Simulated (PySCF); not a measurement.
Hf(Cl)2(OSiH3) (Cl2H3HfOSi), SMILES [SiH3][O][Hf+]([Cl])[Cl], charge +1, multiplicity 1. Atoms are numbered in the order given.

```xyz
8

Hf    -0.3870    -0.4121     0.0000
Cl    -1.1205     0.7395     1.8456
Cl    -1.1205     0.7395    -1.8456
O      1.4626    -0.2213     0.0000
Si     3.1275     0.3492     0.0000
H      3.2646     1.1543    -1.2502
H      3.2646     1.1543     1.2502
H      3.9460    -0.8998     0.0000
```
Charge +1, spin multiplicity 1.

Geometry optimised at PBE-D3(BJ)/def2-SVP. The multiplicity is an assumed one; no other spin state was optimised. The isomer is the one that the SMILES or the coordinates give; other isomers of the formula were not compared. The def2 effective core potentials stand for the cores of Hf; spin–orbit coupling is left out. One conformer was computed; it need not be the lowest.

These are PySCF 2.14.0 with PBE-D3(BJ)/def2-SVP values and carry that method's errors.

Frequencies are harmonic and unscaled.

```tsv
mode	ν (cm⁻¹)	IR (km/mol)	moving atoms (share of kinetic energy)
1	26	0.0	H 98 %
2	50	1.6	Cl 51 %, Si 31 %, H 9 %
3	59	3.8	Cl 48 %, Si 23 %, Hf 16 %
4	103	2.3	Cl 86 %, Hf 12 %
5	186	10.2	O 69 %, Hf 11 %, Cl 9 %, H 9 %
6	199	4.5	O 76 %, Cl 12 %
7	378	8.9	Si 61 %, Hf 13 %, Cl 12 %
8	410	27.8	Cl 74 %, Hf 17 %
9	413	57.6	Cl 78 %, Hf 22 %
10	669	42.5	H 85 %
11	673	48.7	H 84 %, O 9 %
12	866	752.2	H 58 %, O 26 %, Si 15 %
13	895	45.1	H 96 %
14	898	44.5	H 96 %
15	978	106.5	O 64 %, H 33 %
16	2211	17.7	H 99 %
17	2243	41.2	H 95 %
18	2244	38.9	H 95 %
```
